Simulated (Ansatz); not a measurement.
Cost and result for the atomization energy of CH$_{3}$BBrFSi (8 atoms, 9 bonds).

| atom | x (Å) | y (Å) | z (Å) |
| --- | --- | --- | --- |
| F1 | -1.5795 | -0.8307 | -1.2580 |
| C2 | -0.5677 | -0.4428 | -0.5046 |
| Br3 | 0.8632 | -1.9304 | -0.1657 |
| B4 | 0.8237 | 0.1835 | -0.7227 |
| Si5 | -0.1376 | 0.6229 | 0.9707 |
| H6 | 1.5424 | 0.5053 | -1.6084 |
| H7 | -0.9625 | 1.8585 | 0.9671 |
| H8 | 0.0180 | 0.0336 | 2.3217 |

Charge 0, multiplicity 1. Correlated methods include outer-core shells of Br, which these sets cover unevenly. Scalar relativity is left out up to krypton. The bonds changed during the relaxation, so this is another structure than the one it started from. All single points use the PBE0-D4/def2-TZVP geometry. Program: Ansatz. All runs use 4 threads of an Arm Neoverse V2 on a shared host. Times are those of one run each, without the atoms' runs, and a repeat can differ threefold. Electronic energies, without spin–orbit coupling; frozen cores. CCSD(T)/CBS adds CCSD(T) − MP2 in def2-TZVPP to the MP2 limit, and its time is that of the two runs behind it. T1 = 0.013. With those shells the extrapolation isn't a true limit. B3LYP takes the VWN-RPA correlation (the form of Gaussian; ORCA's B3LYP/G).

CCSD(T)/CBS is a level of theory with its own doubt, some kJ/mol a heavy atom from the limit and from the frozen cores, so smaller differences don't rank the functionals.

| level | functions | wall time |
| --- | --- | --- |
| PBE-D4/def2-TZVPP (with forces) | 225 | 2.2 s |
| PBE0-D4/def2-TZVPP | 225 | 2.8 s |
| r2SCAN-D4/def2-TZVPP (with forces) | 225 | 4.3 s |
| B3LYP-D4/def2-TZVPP (with forces) | 225 | 4.3 s |
| B2PLYP/def2-TZVPP | 225 | 4.9 s |
| ωB97X-V/def2-TZVPP | 225 | 7 s |
| ωB97M-V/def2-TZVPP (with forces) | 225 | 11 s |
| MP2/def2-QZVPP | 420 | 17 s |
| CCSD(T)/def2-TZVPP | 225 | 2 min |
| CCSD(T)/CBS(def2) | – | 2.3 min |

**Question.** What atomization energy does each give, and how far from CCSD(T)/CBS? (Best estimate.)

**Answer.** Computed: 
```tsv
level	atomization (kJ/mol)	difference from CCSD(T)/CBS	per bond
PBE-D4/def2-TZVPP (with forces)	2657.6	112.8	12.5
PBE0-D4/def2-TZVPP	2585.6	40.8	4.5
r2SCAN-D4/def2-TZVPP (with forces)	2595.4	50.6	5.6
B3LYP-D4/def2-TZVPP (with forces)	2539.7	-5.1	-0.6
B2PLYP/def2-TZVPP	2510.5	-34.3	-3.8
ωB97X-V/def2-TZVPP	2562.6	17.8	2.0
ωB97M-V/def2-TZVPP (with forces)	2560.0	15.2	1.7
MP2/def2-QZVPP	2592.2	47.4	5.3
CCSD(T)/def2-TZVPP	2464.3	-80.5	-8.9
CCSD(T)/CBS(def2)	2544.8	0.0	0.0
```

From PBE to PBE0 (25 % exact exchange), in def2-TZVPP and without D4, the atomization energy moves by −68.6 kJ/mol: exact exchange takes away binding that semilocal exchange gives to molecules. In def2-TZVPP, CCSD(T) changes the Hartree–Fock value by +710.9 kJ/mol (the triples alone add +62.5 kJ/mol) and MP2 by +791.6 kJ/mol; breaking electron pairs costs correlation energy, which Hartree–Fock lacks. The D4 term adds +34.8 kJ/mol with B3LYP and +17.8 kJ/mol with PBE0; it sums over pairs of atoms, weighted by their polarisabilities, and B3LYP, whose exchange is more repulsive, gets the larger term.
